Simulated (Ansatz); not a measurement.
`O=C[SiH2][SiH](O)Cl` + `C=CNC` → `CN[SiH2]C=O` + `C=C[SiH](O)Cl`  (formal exchange of groups at the Si–Si bond)

Program: Ansatz. Geometries: PBE0-D4/def2-TZVP. ΔE: electronic, gas phase. CBS: MP2 limit from def2 TZ/QZ plus the TZ coupled-cluster correction, frozen cores. Functionals use def2-TZVPP. B3LYP here is the variant with VWN-RPA as its local correlation; programs differ in this. One conformer a species, not always the lowest.

`O=C[SiH2][SiH](O)Cl`:

Cartesian coordinates in Å:
```
O -1.480 -1.979 1.556
C -0.916 -1.816 0.505
Si -1.083 -0.185 -0.512
Si 0.714 1.180 0.103
O 2.051 0.255 -0.107
Cl 0.771 2.849 -1.110
H -0.242 -2.612 0.109
H -0.981 -0.490 -1.964
H -2.375 0.466 -0.184
H 0.633 1.707 1.488
H 2.908 0.625 0.117
```

`C=CNC`:

Z-matrix (Å, degrees):
```
C
N 1 1.442
H 1 1.092 2 109.3
H 1 1.099 2 113.8 3 -120.7
H 1 1.091 2 109.7 3 117.7
C 2 1.375 1 119.3 3 50.6
H 2 1.009 1 114.4 3 -169.0
C 6 1.334 2 127.0 1 151.7
H 6 1.088 2 113.2 1 -31.2
H 8 1.085 6 122.1 2 -3.4
H 8 1.081 6 120.2 2 175.0
```

`CN[SiH2]C=O`:

Cartesian coordinates in Å:
```
C 0.034 0.805 1.577
N -0.555 0.905 0.256
Si 0.123 0.175 -1.125
C 0.142 -1.753 -1.078
O -0.324 -2.380 -0.158
H -0.206 1.687 2.177
H 1.123 0.766 1.488
H -0.285 -0.088 2.125
H -1.553 1.048 0.269
H -0.660 0.570 -2.326
H 1.551 0.574 -1.274
H 0.610 -2.310 -1.931
```

`C=C[SiH](O)Cl`:

```xyz
10

C    -1.600    0.360    0.300
C    -0.532   -0.275    0.775
Si    1.000   -0.512   -0.232
O     0.979    0.384   -1.600
Cl    2.600    0.016    0.959
H    -2.502    0.498    0.891
H    -1.620    0.767   -0.707
H    -0.563   -0.669    1.789
H     1.214   -1.908   -0.663
H     1.024    1.337   -1.511
```

| level | ΔE (kJ/mol) | difference from CCSD(T)/CBS |
| --- | --- | --- |
| PBE-D4 | -63.3 | 37.9 |
| PBE0-D4 | -75.1 | 26.1 |
| B3LYP-D4 | -87.1 | 14.1 |
| ωB97X-V | -91.3 | 9.9 |
| ωB97M-V | -100.6 | 0.6 |
| B2PLYP | -94.4 | 6.8 |
| PBE | -61.7 | 39.5 |
| r2SCAN | -81.1 | 20.1 |
| PBE0 | -73.8 | 27.4 |
| HF/def2-TZVPP | -110.8 | -9.6 |
| MP2/def2-TZVPP | -106.8 | -5.6 |
| SCS-MP2/def2-TZVPP | -108.1 | -6.9 |
| CCSD/def2-TZVPP | -103.2 | -2.0 |
| HF/def2-QZVPP | -111.9 | -10.7 |
| MP2/def2-QZVPP | -107.7 | -6.5 |
| HF/CBS(def2) | -112.1 | -10.9 |
| CCSD(T)/CBS | -101.2 | 0 |

Largest T1 diagnostic among the species: 0.014.

From PBE to PBE0 (25 % exact exchange), in def2-TZVPP and without D4, ΔE moves by −12.1 kJ/mol. In def2-TZVPP, CCSD(T) changes the Hartree–Fock value by +10.4 kJ/mol (the triples alone add +2.9 kJ/mol) and MP2 by +3.9 kJ/mol.

CCSD(T)/CBS has its own doubt, a few kJ/mol and more with outer-core shells, so smaller differences from it don't rank the levels.
